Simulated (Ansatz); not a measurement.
Total energies of `C[N]=[Nb]([CH3])([NH2])[F]`.

```json
{"atom": "C1", "x (Å)": "0.318", "y (Å)": "-0.446", "z (Å)": "2.409"}
{"atom": "N2", "x (Å)": "0.104", "y (Å)": "-0.427", "z (Å)": "1.006"}
{"atom": "Nb3", "x (Å)": "-0.313", "y (Å)": "-0.528", "z (Å)": "-0.683"}
{"atom": "C4", "x (Å)": "-1.102", "y (Å)": "1.441", "z (Å)": "-1.107"}
{"atom": "N5", "x (Å)": "1.417", "y (Å)": "-0.680", "z (Å)": "-1.604"}
{"atom": "F6", "x (Å)": "-1.623", "y (Å)": "-1.843", "z (Å)": "-1.078"}
{"atom": "H7", "x (Å)": "0.233", "y (Å)": "0.564", "z (Å)": "2.827"}
{"atom": "H8", "x (Å)": "-0.408", "y (Å)": "-1.088", "z (Å)": "2.919"}
{"atom": "H9", "x (Å)": "1.321", "y (Å)": "-0.820", "z (Å)": "2.642"}
{"atom": "H10", "x (Å)": "-1.330", "y (Å)": "1.536", "z (Å)": "-2.176"}
{"atom": "H11", "x (Å)": "-2.032", "y (Å)": "1.588", "z (Å)": "-0.544"}
{"atom": "H12", "x (Å)": "-0.411", "y (Å)": "2.239", "z (Å)": "-0.827"}
{"atom": "H13", "x (Å)": "2.334", "y (Å)": "-0.686", "z (Å)": "-1.185"}
{"atom": "H14", "x (Å)": "1.492", "y (Å)": "-0.849", "z (Å)": "-2.599"}
```

Total charge 0; spin multiplicity 1. Correlated methods include outer-core shells of Nb, which these sets cover unevenly. Nb: def2 effective core potential. The geometry is a stationary point of PBE0-D4/def2-TZVP. It is one conformer, not always the lowest. Basis def2-TZVPP, Ansatz 0.2.0.

RPA on PBE orbitals: Hartree–Fock energy of these orbitals -345.24456 Eh, correlation -2.31389 Eh (frozen core).

| functional | energy without D4 (Eh) | D4 term (kJ/mol) |
| --- | --- | --- |
| LDA (SPW92) | -345.22782 | – |
| PBE | -347.31600 | -29.0 |
| BLYP | -347.52326 | -61.6 |
| r2SCAN | -347.50883 | -7.7 |
| B3LYP | -347.65294 | -46.2 |
| r2SCANh | -347.46897 | -8.2 |
| r2SCAN0 | -347.41132 | -9.0 |
| HSE06 (plane-wave form) | -347.26846 | -23.4 |
| BHLYP | -347.34338 | -36.7 |
| CAM-B3LYP | -347.45586 | -25.5 |
| LC-ωPBE | -347.45285 | – |
| ωB97X-V | -347.48401 | – |
| ωB97M-V | -347.40761 | – |
| B2PLYP | -347.32881 | – |

(1) Give the same for revPBE, B97M-V, PBE0, PBE-QIDH. (Best estimate.)

B3LYP takes the VWN-RPA correlation (the form of Gaussian; ORCA's B3LYP/G). HSE06 is the plane-wave form, built on full-range PBE exchange. The double hybrids freeze the cores in their second-order part.

Answers

(1) Computed: 
```tsv
functional	energy without D4 (Eh)	D4 term (kJ/mol)
revPBE	-347.58980	-81.5
B97M-V	-347.57983	–
PBE0	-347.28384	-24.9
PBE-QIDH	-347.18865	–
```

LC-ωPBE has ω = 0.4 bohr⁻¹.
